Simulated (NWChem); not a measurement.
The numbers come from NWChem runs, not from measurements. System: HFOPb, charge 0, spin multiplicity 1, at a geometry optimised with PBE0/def2-SVP with def2 effective core potentials on Pb. The structure started from a generated list of species. Level: TD-PBE0/def2-SVPD with def2 effective core potentials on Pb.

Job file:

```
start mol
memory heap 200 mb stack 900 mb global 1100 mb
geometry units angstroms nocenter noautoz
  Pb    -0.027742    -0.265065     0.000000
  F     -1.357589     1.314907     0.000000
  O      1.641043     0.997097     0.000000
  H      1.364789     1.924393     0.000000
  symmetry group Cs
end
basis spherical
  * library def2-svpd
end
ecp
  Pb library def2-ecp
end
dft
  xc pbe0
  semidirect memsize 60000000 filesize 0
  iterations 100
end
tddft
  rpa
  nroots 6
  notriplet
  thresh 1e-4
end
task tddft energy
```

Output (cleaned and shortened):

```
             Northwest Computational Chemistry Package (NWChem) 7.3.0
             --------------------------------------------------------

                                NWChem Input Module
                                -------------------

 Scaling coordinates for geometry "geometry" by  1.889725989
 (inverse scale =  0.529177249)

 Turning off AUTOSYM since
 SYMMETRY directive was detected!

                             Geometry "geometry" -> ""
                             -------------------------

 Output coordinates in angstroms (scale by  1.889725989 to convert to a.u.)

  No.       Tag          Charge          X              Y              Z
 ---- ---------------- ---------- -------------- -------------- --------------
    1 Pb                  82.0000    -0.02774200    -0.26506500     0.00000000
    2 F                    9.0000    -1.35758900     1.31490700     0.00000000
    3 O                    8.0000     1.64104300     0.99709700     0.00000000
    4 H                    1.0000     1.36478900     1.92439300     0.00000000

 Effective nuclear repulsion energy (a.u.)     390.4578194679

            Nuclear Dipole moment (a.u.)
            ----------------------------
        X                 Y               Z
 ---------------- ---------------- ----------------
    -0.0000226767     0.0000037795     0.0000000000

      Symmetry information
      --------------------

 Group name             Cs
 Group number              2
 Group order               2
 No. of unique centers     4

      Symmetry unique atoms

     1    2    3    4


 Summary of "ao basis" -> "" (spherical)
 ------------------------------------------------------------------------------
       Tag                 Description            Shells   Functions and Types
 ---------------- ------------------------------  ------  ---------------------
 *                         def2-svpd                  on all atoms

                                 NWChem DFT Module
                                 -----------------

 Summary of "ao basis" -> "ao basis" (spherical)
 ------------------------------------------------------------------------------
[...]
     Occ.   15  a'  ---  Virt.   21  a"   0.05663 X
     Occ.   18  a'  ---  Virt.   21  a"  -0.98591 X
     Occ.   19  a"  ---  Virt.   23  a'   0.05115 X
     Occ.   20  a'  ---  Virt.   21  a"  -0.11674 X
  ----------------------------------------------------------------------------
  Root   4 singlet a"             0.226669083 a.u.                6.1680 eV
  ----------------------------------------------------------------------------
     Transition Moments    X -0.00000   Y  0.00000   Z -0.08541
     Transition Moments   XX  0.00000  XY  0.00000  XZ  0.39867
     Transition Moments   YY  0.00000  YZ  0.34784  ZZ -0.00000
     Dipole Oscillator Strength                    0.0011022506
     Electric Quadrupole                           0.0000000174
     Magnetic Dipole                               0.0000001077
     Total Oscillator Strength                     0.0011023756

          sigma_e =   1.8812 Angstrom
          sigma_h =   1.1581 Angstrom
         |d_h->e| =   1.8308 Angstrom
            d_exc =   2.8587 Angstrom
            d_CD1 =   2.5539 Angstrom
            d_CD2 =   0.3112 Angstrom
            d_CD3 =   4.6895 Angstrom
     Pearson C.C. =   0.0138

     Occ.   16  a'  ---  Virt.   21  a"   0.99701 X
  ----------------------------------------------------------------------------
  Root   5 singlet a'             0.232862300 a.u.                6.3365 eV
  ----------------------------------------------------------------------------
     Transition Moments    X  0.29221   Y -0.11871   Z -0.00000
     Transition Moments   XX  0.49008  XY -0.97330  XZ  0.00000
     Transition Moments   YY  1.52289  YZ  0.00000  ZZ -0.89707
     Dipole Oscillator Strength                    0.0154429649
     Electric Quadrupole                           0.0000001628
     Magnetic Dipole                               0.0000005130
     Total Oscillator Strength                     0.0154436407

          sigma_e =   2.0179 Angstrom
          sigma_h =   1.6914 Angstrom
         |d_h->e| =   1.4655 Angstrom
            d_exc =   2.9659 Angstrom
            d_CD1 =   1.7920 Angstrom
            d_CD2 =  -0.3892 Angstrom
            d_CD3 =   4.4313 Angstrom
     Pearson C.C. =   0.0416

     Occ.   16  a'  ---  Virt.   22  a'   0.08308 X
     Occ.   17  a"  ---  Virt.   21  a"  -0.75284 X
     Occ.   18  a'  ---  Virt.   23  a'   0.05162 X
     Occ.   20  a'  ---  Virt.   22  a'  -0.62655 X
     Occ.   20  a'  ---  Virt.   23  a'   0.14956 X
  ----------------------------------------------------------------------------
  Root   6 singlet a"             0.238147864 a.u.                6.4803 eV
  ----------------------------------------------------------------------------
     Transition Moments    X -0.00000   Y  0.00000   Z -0.20414
     Transition Moments   XX  0.00000  XY  0.00000  XZ -0.87137
     Transition Moments   YY  0.00000  YZ -0.06481  ZZ -0.00000
     Dipole Oscillator Strength                    0.0066159569
     Electric Quadrupole                           0.0000000549
     Magnetic Dipole                               0.0000000511
     Total Oscillator Strength                     0.0066160629

          sigma_e =   2.1556 Angstrom
          sigma_h =   1.1124 Angstrom
         |d_h->e| =   2.0202 Angstrom
            d_exc =   3.1503 Angstrom
            d_CD1 =   3.0634 Angstrom
            d_CD2 =   0.3861 Angstrom
            d_CD3 =   5.1705 Angstrom
     Pearson C.C. =   0.0085

     Occ.   19  a"  ---  Virt.   22  a'   0.98645 X
     Occ.   19  a"  ---  Virt.   23  a'   0.14078 X

              Target root =      1
          Target symmetry = none
      Ground state energy =   -368.299180608007
        Excitation energy =      0.163598801217
     Excited state energy =   -368.135581806790

  stored tddft:energy   -368.13558180679019

 Task  times  cpu:      198.3s     wall:      198.3s

 Total times  cpu:      198.3s     wall:      198.3s
```
